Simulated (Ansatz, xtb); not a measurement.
Two isomers of C3H7ClGe

We compare X, `C=C[CH2][GeH2][Cl]`, a singlet, with Y, `C=[C](C)[GeH2][Cl]`, a singlet. Both are isolated molecules in the gas phase, relaxed with B3LYP/def2-SVP, each in the lowest conformer that the search found.

**Question.** Estimate E(Y) − E(X) at the level CCSD(T)/def2-SVP + ΔMP2/def2-TZVPP.

**Answer.** Too close to call at this level: CCSD(T)/def2-SVP + ΔMP2/def2-TZVPP gives E(Y) − E(X) = −0.55 kcal/mol.

Level by level:

```tsv
level	geometry	E(Y) − E(X) (kcal/mol)	departure from the last row (kcal/mol)	job, with rough time for the two
GFN2-xTB	GFN2-xTB	−1.14	−0.59	optimisation, 0.59 s
HF/STO-3G	GFN2-xTB	−2.04	−1.49	single point, 0.84 s
r2SCAN-D4/def2-SVP	GFN2-xTB	−0.62	−0.07	single point, 5.2 s
B3LYP/def2-SVP	B3LYP/def2-SVP	−0.26	+0.29	optimisation, 2.4 min
HF/def2-SVP	B3LYP/def2-SVP	−0.38	+0.17	part of the CCSD(T) run
MP2/def2-SVP	B3LYP/def2-SVP	−1.04	−0.49	part of the CCSD(T) run
CCSD(T)/def2-SVP	B3LYP/def2-SVP	−0.89	−0.34	single point
CCSD(T)/def2-SVP + ΔMP2/def2-TZVPP	B3LYP/def2-SVP	−0.55		single point, 78 s
```

As drawn, both hold the same kinds of bond in the same numbers. Structure X has 0 methyl groups, Y 1.

The largest departure from CCSD(T)/def2-SVP + ΔMP2/def2-TZVPP is that of HF/STO-3G, 1.49 kcal/mol. The last row adds to CCSD(T) the change of the MP2 difference between the two basis sets, here +0.34 kcal/mol.

With thermal terms from frequencies at re-optimised GFN2-xTB minima (ideal gas, soft modes damped towards free rotors, one conformer each, 298.15 K, 1 atm): on the last row, ΔE + ΔZPE = −0.50, ΔH = −0.38, ΔG = −0.39 kcal/mol.

The correlated steps freeze 17 core orbitals; the filled d shell of Ge is correlated, in a basis made for valence electrons. Run with Ansatz 0.2.0, xtb 6.7.1; the last row on 2 threads of Intel(R) Xeon(R) Processor @ 2.70GHz on a shared host.
